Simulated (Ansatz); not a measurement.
`C[Si](F)(S)Cl` + `N=C=O` → `C[Si](F)(Cl)N=C=O` + H₂S at 298.15 K and 1 bar (ligand exchange at the Si–S bond).

Gas-phase electronic energies from Ansatz, PBE0-D4/def2-TZVP geometries. CCSD(T)/CBS is the MP2 limit (def2-TZVPP, def2-QZVPP) plus CCSD(T) − MP2 in def2-TZVPP, frozen cores. This one scheme is used for every species. Each species was taken in one conformer, which may not be the lowest.

```tsv
species	CCSD(T)/CBS energy (Eh)	H − E (kJ/mol)	S (J/(mol·K))
`C[Si](F)(S)Cl`	-1287.05862	158.2	360.5
`N=C=O`	-168.51995	67.5	238.3
`C[Si](F)(Cl)N=C=O`	-1056.62222	172.9	398.5
H₂S	-398.97279	49.9	205.7
```

H − E and S are ideal-gas, rigid-rotor, harmonic terms from PBE0-D4/def2-TZVP, for one conformer and one mirror image of each species. 1 Eh = 2625.50 kJ/mol, R = 8.31446 J/(mol·K).

Q: By hand: ΔE, ΔH, ΔS and ΔG.

A: ΔE = (-1056.62222) + (-398.97279) − (-1287.05862) − (-168.51995) = -0.01644 Eh = -43.2 kJ/mol. Δ(H − E) = 172.9 + 49.9 − 158.2 − 67.5 = -2.9, so ΔH = -46.1 kJ/mol. ΔS = 398.5 + 205.7 − 360.5 − 238.3 = 5.4 J/(mol·K). ΔG = -46.1 − 298.15 × (5.4)/1000 = -47.7 kJ/mol.

Q: By hand: the equilibrium constant, and the temperature at which ΔG would vanish if ΔH and ΔS stayed fixed.

A: log₁₀ K = −ΔG/(RT ln 10) = 8.4. ΔH and −TΔS have one sign here, so there is no such temperature.

The number of gas molecules stays the same, so ΔS is small and ΔH decides. A doubt of 5 kJ/mol in ΔE shifts log₁₀ K by 0.9 here. Other conformers and mirror images would add mixing entropy, several J/(mol·K) or more a flexible species. Modes under 60 cm⁻¹, often nearly free rotors, make the harmonic entropy too high. These are equilibria of isolated gas molecules and say nothing of rates. Largest T1 diagnostic: 0.018 (customary marks: 0.02 for closed shells, 0.045 for open ones).

ΔS is within the doubt of such terms, so its sign, and with it that verdict, could turn.
